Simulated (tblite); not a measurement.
Species: C₅H₄BF₃OS.
Numbering: `[F:1][C:2]([F:3])([F:4])[O:5][BH:6][c:7]1[cH:8][cH:9][cH:10][s:11]1` (hydrogens: H12 on B6; H13 on C8; H14 on C9; H15 on C10)

Computed with GFN2-xTB (tblite), gas phase: L-BFGS steps from a force-field or distance-geometry start until the largest atomic force falls under 0.01 eV/Å.

Step 55: E = -967.0039 eV
```
atom  x, y, z in Å  |  force x, y, z in eV/Å
F1      3.7816    1.1677    0.3126   -0.166  -0.065  -0.047
C2      3.0584    0.1136   -0.1000   -0.092  -0.040   0.041
F3      3.4252   -0.1191   -1.3704    0.078   0.018   0.075
F4      3.4986   -0.9327    0.6145    0.101   0.012  -0.045
O5      1.7661    0.3217   -0.0373   -0.063   0.106  -0.001
B6      0.8535   -0.3418    0.7561   -0.059  -0.053  -0.109
C7     -0.6301   -0.1534    0.4474   -0.031   0.045   0.007
C8     -1.2745    0.7000   -0.4227   -0.003   0.060   0.001
C9     -2.6583    0.4931   -0.5167    0.047  -0.007  -0.037
C10    -3.0833   -0.5287    0.2793    0.008  -0.011  -0.027
S11    -1.8066   -1.2276    1.1707    0.085  -0.017   0.018
H12     1.2105   -1.0905    1.5793    0.057  -0.066   0.090
H13    -0.7528    1.4661   -0.9662    0.058  -0.016  -0.031
H14    -3.3144    1.0567   -1.1544    0.010   0.040  -0.014
H15    -4.0781   -0.9171    0.3632   -0.031  -0.005   0.080
```

Step 56: E = -967.0096 eV
```
atom  x, y, z in Å  |  force x, y, z in eV/Å
F1      3.7532    1.1915    0.3218   -0.189  -0.083  -0.054
C2      3.0514    0.1250   -0.1003   -0.075  -0.030   0.082
F3      3.4274   -0.0910   -1.3699    0.085   0.006   0.054
F4      3.5111   -0.9156    0.6112    0.090   0.017  -0.059
O5      1.7551    0.3056   -0.0410   -0.037   0.123  -0.017
B6      0.8518   -0.3670    0.7550   -0.045  -0.037  -0.131
C7     -0.6312   -0.1847    0.4404   -0.017   0.048   0.007
C8     -1.2640    0.6748   -0.4325    0.028   0.071   0.026
C9     -2.6517    0.4988   -0.5145    0.078  -0.016  -0.049
C10    -3.0878   -0.5104    0.2900   -0.031  -0.033  -0.053
S11    -1.8214   -1.2370    1.1709    0.096  -0.004   0.044
H12     1.2226   -1.1024    1.5829    0.036  -0.085   0.104
H13    -0.7298    1.4242   -0.9846    0.082   0.022  -0.047
H14    -3.3020    1.0721   -1.1487    0.005   0.048  -0.021
H15    -4.0890   -0.8758    0.3747   -0.105  -0.048   0.114
```

Step 57: E = -967.0175 eV
```
atom  x, y, z in Å  |  force x, y, z in eV/Å
F1      3.7078    1.2271    0.3362   -0.184  -0.066  -0.042
C2      3.0366    0.1463   -0.0993   -0.041  -0.021   0.095
F3      3.4260   -0.0445   -1.3687    0.059  -0.004   0.044
F4      3.5257   -0.8877    0.6036    0.056   0.022  -0.067
O5      1.7358    0.2915   -0.0421   -0.012   0.045   0.008
B6      0.8486   -0.4107    0.7513    0.003   0.060  -0.186
C7     -0.6327   -0.2325    0.4320    0.003   0.030   0.007
C8     -1.2442    0.6359   -0.4481    0.030   0.075   0.040
C9     -2.6375    0.5052   -0.5138    0.100  -0.050  -0.029
C10    -3.0952   -0.4814    0.3076   -0.042  -0.033  -0.106
S11    -1.8436   -1.2487    1.1761    0.062   0.050   0.045
H12     1.2387   -1.1310    1.5819    0.020  -0.112   0.103
H13    -0.6856    1.3560   -1.0151    0.060   0.030  -0.033
H14    -3.2771    1.0928   -1.1458    0.009   0.045  -0.018
H15    -4.1076   -0.8103    0.3997   -0.124  -0.069   0.140
```

Q: Estimate the geometry and energy of step 58. (The exact step hangs on the optimiser's Hessian estimate; all steps are aligned on step 57, rigid shifts and turns removed.)

A: E = -967.0234 eV, largest force 0.183 eV/Å
```
atom  x, y, z in Å  |  force x, y, z in eV/Å
F1      3.6536    1.2556    0.3492   -0.157  -0.030  -0.012
C2      3.0184    0.1590   -0.0996    0.035   0.014   0.055
F3      3.4328   -0.0103   -1.3645    0.007  -0.009   0.027
F4      3.5336   -0.8641    0.5995    0.012   0.007  -0.042
O5      1.7141    0.2709   -0.0553    0.104  -0.002  -0.018
B6      0.8457   -0.4442    0.7434    0.048   0.006  -0.062
C7     -0.6327   -0.2691    0.4231    0.012   0.022  -0.004
C8     -1.2267    0.6089   -0.4595    0.042   0.053   0.045
C9     -2.6223    0.5111   -0.5120    0.053  -0.021  -0.054
C10    -3.0957   -0.4594    0.3193   -0.074  -0.074  -0.099
S11    -1.8548   -1.2594    1.1761   -0.010   0.086   0.050
H12     1.2499   -1.1480    1.5882   -0.023  -0.050   0.000
H13    -0.6485    1.3057   -1.0368    0.027   0.037  -0.018
H14    -3.2554    1.1121   -1.1391    0.026   0.029  -0.005
H15    -4.1163   -0.7607    0.4233   -0.102  -0.067   0.136
```

The energy changes by -0.0060 eV. The first-order estimate −F·Δx gives -0.0094 eV and the mean of the old and new forces, exact on a quadratic surface, -0.0060 eV. The step makes an angle of 82° with the force vector and moves no atom by more than 0.066 Å.

The cost below is that of the whole relaxation. Time: 1.9 s of wall time. Hardware: an Arm Neoverse N1 with one thread (shared host).
